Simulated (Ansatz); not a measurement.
Cost and result up the ladder for Mg₁₄S₁₄ (28 atoms). Total charge 0; singlet. Geometry: PBE-D4/def2-SVP, loosely relaxed.

```xyz
28

Mg    1.0507    2.6683   -4.3584
S     3.0765    2.9444   -3.2944
Mg    2.3122    1.4351   -1.7025
S     1.3561    1.3751    0.5659
Mg    0.8152    1.0042    2.9389
S     0.4384    2.1932    4.8986
Mg   -1.8087    1.8413    4.5279
S    -0.0092    1.9272   -6.4498
Mg   -1.0630    0.4683   -4.8896
S    -0.5873    1.4065   -2.6740
Mg   -0.9447    0.8986   -0.2254
S    -2.1009    0.9760    2.0177
Mg   -3.7102   -0.2889    3.3719
S    -3.8466    0.8366    5.4675
Mg    1.5132    0.0103   -6.5778
S     0.1777   -1.6156   -4.8849
Mg    0.1419   -1.0548   -2.5254
S    -0.9723   -1.6298   -0.4555
Mg   -1.2885   -1.4631    1.9371
S    -2.6026   -2.4159    3.7395
Mg   -2.5715   -1.1506    6.1258
S     3.6504   -0.8741   -6.3592
Mg    2.7705   -1.3929   -4.2824
S     2.5477   -1.1113   -1.8526
Mg    1.4009   -1.1194    0.3464
S     1.0673   -1.5390    2.7663
Mg   -0.1520   -2.2244    4.7868
S    -0.6613   -2.1053    7.0416
```

Ansatz on 2 threads of AMD EPYC 7R13 on a shared host and a share (18 GiB) of an NVIDIA H100 80GB HBM3. Times are rough, and most runs start from the orbitals of an earlier one. No level here is sound enough to serve as a yardstick. Binding counts from free atoms at the same level (Mg singlet, S triplet; other spins of the atoms weren't run), without zero-point energy or a counterpoise term.

B3LYP takes the VWN-RPA correlation. Correlated methods freeze 84 core orbitals; core or outer-core shells of Mg are correlated, in sets that lack core-valence functions. The rows differ in basis, and correlated rows in double-zeta sets carry the largest basis error. Single mean-field runs in def2-SVP, def2-TZVP are fitted with def2-universal-jkfit.

Correlated methods converge slowly with the basis, most of all in double-zeta sets.

```tsv
level	functions	wall time	binding energy per atom (eV)	remarks
PBE0-D4/def2-SVP	504	8.6 s	3.33	loose geometry
PBE-D4/def2-SVP (with forces)	504	9 s	3.34	loose geometry
HF/STO-3G	252	13 s	3.67	loose geometry
PBE-QIDH/def2-SVP	504	15 s	3.27	loose geometry
B3LYP-D4/def2-SVP	504	16 s	3.17	loose geometry
r2SCAN-D4/def2-SVP (with forces)	504	16 s	3.44	loose geometry
HF/6-31G	364	16 s	2.00	loose geometry
B3LYP-D4/6-31G	364	18 s	2.84	loose geometry
PBE0-D4/def2-TZVP	966	19 s	3.28	loose geometry
PBE-D4/def2-TZVP	966	21 s	3.29	loose geometry
RPA@PBE/def2-SVP	504	22 s	2.81	loose geometry
ωB97M-V/def2-SVP	504	24 s	3.29	loose geometry
MP2/def2-SVP	504	24 s	3.20	loose geometry
```
